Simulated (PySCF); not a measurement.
Isomers of C2H5N. Gas-phase values, no solvent. One relaxed conformer stands for each flexible species; it need not be the lowest. Strings in code marks are SMILES.

The HOMO from two functionals at the same geometries (PBE0-D3(BJ)/def2-TZVP), both in PySCF: PBE-D3(BJ)/def2-TZVP and ωB97X-D3(BJ)/def2-TZVP. 

```csv
species,ωB97X-D3(BJ)/def2-TZVP (eV)
`C=NC`,-9.89
`[H]/N=C/C`,-10.16
`C=CN`,-8.38
```

Question: What does PBE-D3(BJ)/def2-TZVP give for each?

Answer: 
- `C=NC`: -5.86
- `[H]/N=C/C`: -6.04
- `C=CN`: -4.84
Over these rows, drawn at random from the members with no instability flagged (it was tested for open shells, ions and some series alone), PBE minus ωB97X-D3(BJ): mean +3.90 eV, from +3.55 eV to +4.12 eV.
